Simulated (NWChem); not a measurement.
System: neopentane (C₅H₁₂); SMILES CC(C)(C)C

Output (shortened):

```
             Northwest Computational Chemistry Package (NWChem) 7.3.0
             --------------------------------------------------------

 C1  symmetry detected

                             Geometry "geometry" -> ""
                             -------------------------

 Output coordinates in angstroms (scale by  1.889725989 to convert to a.u.)

  No.       Tag          Charge          X              Y              Z
 ---- ---------------- ---------- -------------- -------------- --------------
    1 C                    6.0000     1.21244229     0.75520250    -0.55176288
    2 C                    6.0000     0.00006760    -0.00004703    -0.00002022
    3 C                    6.0000    -0.17517094     0.33108196     1.48470084
    4 C                    6.0000     0.21881096    -1.50659879    -0.16464664
    5 C                    6.0000    -1.25608432     0.42032218    -0.76830344
    6 H                    1.0000     2.13415179     0.47334763    -0.01745262
    7 H                    1.0000     1.36493975     0.53680295    -1.62110716
    8 H                    1.0000     1.08445013     1.84476376    -0.44720409
    9 H                    1.0000    -1.04214720    -0.19879222     1.91138302
   10 H                    1.0000     0.71477719     0.03957330     2.06564305
   11 H                    1.0000    -0.33488484     1.41094968     1.63584940
   12 H                    1.0000     1.11776760    -1.84038231     0.37841818
   13 H                    1.0000     0.34849882    -1.77680990    -1.22513839
   14 H                    1.0000    -0.63918319    -2.07845455     0.22433384
   15 H                    1.0000    -1.16039813     0.19430930    -1.84267625
   16 H                    1.0000    -1.44044559     1.50226145    -0.66868583
   17 H                    1.0000    -2.14791984    -0.10733404    -0.39316908

 Effective nuclear repulsion energy (a.u.)     198.2536978434

                                 NWChem DFT Module
                                 -----------------

 Summary of "ao basis" -> "ao basis" (spherical)
 ------------------------------------------------------------------------------
       Tag                 Description            Shells   Functions and Types
 ---------------- ------------------------------  ------  ---------------------
 C                           sto-3g                  3        5   2s1p
 H                           sto-3g                  1        1   1s

            General Information
            -------------------
          SCF calculation type: DFT
          Wavefunction type:  closed shell.
          No. of atoms     :    17
          No. of electrons :    42
           Alpha electrons :    21
            Beta electrons :    21
          Charge           :     0
          Spin multiplicity:     1
          Use of symmetry is: off; symmetry adaption is: off
          Maximum number of iterations: 150
          AO basis - number of functions:    37
                     number of shells:    27
          Convergence on energy requested:  1.00D-06
          Convergence on density requested:  1.00D-05
          Convergence on gradient requested:  5.00D-04

              XC Information
              --------------
                         B3LYP Method XC Potential
                     Hartree-Fock (Exact) Exchange  0.200
                        Slater Exchange Functional  0.800 local
                    Becke 1988 Exchange Functional  0.720 non-local
              Lee-Yang-Parr Correlation Functional  0.810
                  VWN I RPA Correlation Functional  0.190 local

             Grid Information
             ----------------
          Grid used for XC integration:  medium
          Radial quadrature: Mura-Knowles
          Angular quadrature: Lebedev.
          Tag              B.-S. Rad. Rad. Pts. Rad. Cut. Ang. Pts.
          ---              ---------- --------- --------- ---------
          C                   0.70       49           9.0       434
          H                   0.35       45          11.0       434
          Grid pruning is: on
          Number of quadrature shells:   785
          Spatial weights used:  Erf1

      Superposition of Atomic Density Guess
      -------------------------------------

 Sum of atomic energies:        -191.49019883

      Non-variational initial energy
      ------------------------------

 Total energy =    -192.661722
 1-e energy   =    -654.132437
 2-e energy   =     263.217017
 HOMO         =      -0.224422
 LUMO         =       0.543513

     ---------------------------------------------
      Total Density - Mulliken Population Analysis
     ---------------------------------------------

    Atom       Charge   Shell Charges
 -----------   ------   -------------------------------------------------------
    1 C    6     6.14   1.99  1.30  2.85
    2 C    6     5.86   1.99  1.25  2.61
    3 C    6     6.14   1.99  1.30  2.85
    4 C    6     6.14   1.99  1.30  2.85
    5 C    6     6.14   1.99  1.30  2.85
    6 H    1     0.96   0.96
    7 H    1     0.96   0.96
    8 H    1     0.96   0.96
    9 H    1     0.96   0.96
   10 H    1     0.96   0.96
   11 H    1     0.96   0.96
   12 H    1     0.96   0.96
   13 H    1     0.96   0.96
   14 H    1     0.96   0.96
   15 H    1     0.96   0.96
   16 H    1     0.96   0.96
   17 H    1     0.96   0.96

   convergence    iter        energy       DeltaE   RMS-Dens  Diis-err
 ---------------- ----- ----------------- --------- --------- ---------
 d= 0,ls=0.0,diis     1   -195.3929879591 -3.94D+02  1.84D-02  2.26D-01
 d= 0,ls=0.0,diis     2   -195.4207812207 -2.78D-02  7.61D-03  4.50D-02
 d= 0,ls=0.0,diis     3   -195.4267152044 -5.93D-03  2.22D-03  7.24D-03
 d= 0,ls=0.0,diis     4   -195.4278908928 -1.18D-03  9.13D-05  4.60D-06
 d= 0,ls=0.0,diis     5   -195.4278911667 -2.74D-07  4.04D-05  2.92D-06
 d= 0,ls=0.0,diis     6   -195.4278915889 -4.22D-07  6.12D-08  5.01D-12

[...]
```

Level: B3LYP/STO-3G. Coordinates come from a PBE0/def2-SVP optimisation.

Q: Write an input that gives this output.

A: This is not unique; one that fits is the input that was run:
```
start job
memory heap 200 mb stack 900 mb global 1100 mb
geometry units angstroms noautoz
  C     -1.085797    -0.046711     1.078762
  C     -0.000054     0.000096     0.000038
  C      1.378211    -0.110807     0.657942
  C     -0.096016     1.323693    -0.763854
  C     -0.196455    -1.166089    -0.972755
  H     -0.970718     0.782165     1.795839
  H     -2.091606     0.031175     0.635216
  H     -1.042311    -0.989867     1.647114
  H      2.182547    -0.080141    -0.094770
  H      1.549701     0.716561     1.365425
  H      1.478057    -1.055424     1.216689
  H      0.041642     2.184042    -0.089092
  H     -1.079145     1.432942    -1.249650
  H      0.674629     1.387116    -1.549069
  H     -1.181846    -1.114049    -1.463480
  H     -0.132660    -2.134826    -0.451234
  H      0.571891    -1.159782    -1.762769
end
basis spherical
  * library sto-3g
end
dft
  xc b3lyp
  iterations 150
  mulliken
end
task dft energy
```
